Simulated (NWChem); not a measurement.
# Si3H7Cl; SMILES [SiH3][SiH](Cl)[SiH3]

```xyz
11

Si    -0.0618     0.5842     0.0000
Si     0.9833    -0.1747    -1.9590
Si     0.9833    -0.1747     1.9590
Cl    -2.0114    -0.1754     0.0000
H     -0.1513     2.0773     0.0000
H      2.3804     0.3574    -2.0232
H      0.2222     0.2855    -3.1594
H      1.0293    -1.6682    -1.9415
H      0.2222     0.2855     3.1594
H      2.3804     0.3574     2.0232
H      1.0293    -1.6682     1.9415
```
Atoms are numbered in this order, from 1.

Level: PBE0/def2-SVP (NWChem), optimised geometry, unscaled harmonic frequencies. 

Question: List the harmonic frequencies with IR intensities, and the thermochemistry.

Answer: 
```json
[
 {"frequency (cm⁻¹)": "88", "IR intensity (km/mol)": "0.7"},
 {"frequency (cm⁻¹)": "101", "IR intensity (km/mol)": "0.7"},
 {"frequency (cm⁻¹)": "110", "IR intensity (km/mol)": "0.1"},
 {"frequency (cm⁻¹)": "116", "IR intensity (km/mol)": "3.1"},
 {"frequency (cm⁻¹)": "132", "IR intensity (km/mol)": "4.3"},
 {"frequency (cm⁻¹)": "365", "IR intensity (km/mol)": "6.1"},
 {"frequency (cm⁻¹)": "426", "IR intensity (km/mol)": "15.1"},
 {"frequency (cm⁻¹)": "444", "IR intensity (km/mol)": "0.5"},
 {"frequency (cm⁻¹)": "507", "IR intensity (km/mol)": "62.6"},
 {"frequency (cm⁻¹)": "526", "IR intensity (km/mol)": "4.4"},
 {"frequency (cm⁻¹)": "545", "IR intensity (km/mol)": "8.8"},
 {"frequency (cm⁻¹)": "567", "IR intensity (km/mol)": "15.3"},
 {"frequency (cm⁻¹)": "715", "IR intensity (km/mol)": "187.3"},
 {"frequency (cm⁻¹)": "763", "IR intensity (km/mol)": "81.4"},
 {"frequency (cm⁻¹)": "854", "IR intensity (km/mol)": "291.0"},
 {"frequency (cm⁻¹)": "876", "IR intensity (km/mol)": "92.5"},
 {"frequency (cm⁻¹)": "927", "IR intensity (km/mol)": "11.1"},
 {"frequency (cm⁻¹)": "929", "IR intensity (km/mol)": "16.4"},
 {"frequency (cm⁻¹)": "931", "IR intensity (km/mol)": "50.6"},
 {"frequency (cm⁻¹)": "934", "IR intensity (km/mol)": "67.1"},
 {"frequency (cm⁻¹)": "2215", "IR intensity (km/mol)": "56.2"},
 {"frequency (cm⁻¹)": "2220", "IR intensity (km/mol)": "50.6"},
 {"frequency (cm⁻¹)": "2225", "IR intensity (km/mol)": "64.0"},
 {"frequency (cm⁻¹)": "2235", "IR intensity (km/mol)": "28.6"},
 {"frequency (cm⁻¹)": "2237", "IR intensity (km/mol)": "101.9"},
 {"frequency (cm⁻¹)": "2242", "IR intensity (km/mol)": "49.0"},
 {"frequency (cm⁻¹)": "2244", "IR intensity (km/mol)": "129.6"}
]
```

- zero-point energy: 37.8 kcal/mol
- thermal correction to the enthalpy at 298.15 K (with zero-point energy): 43.8 kcal/mol
- heat capacity Cv: 29.2 cal/(mol K)
- entropy at 298.15 K and 1 atm (symmetry number 1): 92.0 cal/(mol K)
- dipole moment: 1.43 D

Rigid rotor and harmonic oscillator; modes under 100 cm⁻¹ make the entropy uncertain.
